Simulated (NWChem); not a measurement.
Species: C₅H₅B; SMILES C#CB(C)C#C

```xyz
11

B      0.3675     0.0142     0.0295
C     -0.4022    -1.3046    -0.0310
C     -0.9987    -2.3670    -0.0753
H     -1.5301    -3.3013    -0.1143
C     -0.4303     1.3173     0.0473
C     -1.0495     2.3675     0.0661
H     -1.6008     3.2909     0.0826
C      1.9367     0.0314     0.0187
H      2.3645     0.9249     0.4951
H      2.2379     0.0673    -1.0467
H      2.3841    -0.8801     0.4399
```
Atoms are numbered in this order, from 1.

Level: PBE0/def2-SVP (NWChem), optimised geometry, unscaled harmonic frequencies. 

Problem. List the harmonic frequencies with IR intensities, and the thermochemistry.

Solution. 
| frequency (cm⁻¹) | IR intensity (km/mol) |
|---|---|
| 71 | 0.7 |
| 116 | 1.7 |
| 171 | 7.7 |
| 198 | 0.5 |
| 280 | 0.0 |
| 420 | 1.6 |
| 495 | 5.0 |
| 521 | 10.0 |
| 622 | 7.3 |
| 681 | 23.1 |
| 684 | 61.1 |
| 787 | 0.0 |
| 787 | 51.1 |
| 828 | 40.7 |
| 838 | 4.5 |
| 1130 | 93.0 |
| 1165 | 243.0 |
| 1306 | 84.3 |
| 1410 | 0.0 |
| 1437 | 5.5 |
| 2171 | 37.0 |
| 2177 | 160.1 |
| 3038 | 1.0 |
| 3132 | 6.4 |
| 3185 | 5.4 |
| 3477 | 73.5 |
| 3477 | 22.7 |

```yaml
zero_point_energy: 49.4 kcal/mol
thermal correction to the enthalpy at 298.15 K (with zero-point energy): 54.7 kcal/mol
heat capacity Cv: 25.3 cal/(mol K)
entropy at 298.15 K and 1 atm (symmetry number 1): 83.6 cal/(mol K)
dipole_moment: 0.16 D
```

Rigid rotor and harmonic oscillator; modes under 100 cm⁻¹ make the entropy uncertain.
